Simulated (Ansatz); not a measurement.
Si₃Au⁺. The state is a singlet with charge 1. Geometry relaxed at r2SCAN-D4/def2-SVP.

```xyz
4

Au    0.031    1.195   -0.660
Si    1.272    0.630    1.351
Si   -1.275   -0.757   -1.281
Si   -0.028   -1.069    0.590
```

In the def2 sets Au takes a core potential; there is no spin–orbit coupling. The structure comes from a short search, and lower isomers may exist.

Estimate the harmonic wavenumbers at RKS r2SCAN-D4/def2-SVP (Ansatz, unscaled). Is this a minimum?

90, 204, 242, 245, 442, 518 cm⁻¹. Yes, no mode is imaginary beyond noise. Zero-point energy 10.4 kJ/mol. Hardware: 4 threads of Arm Neoverse V2 on a shared host. Wall time 29 s.
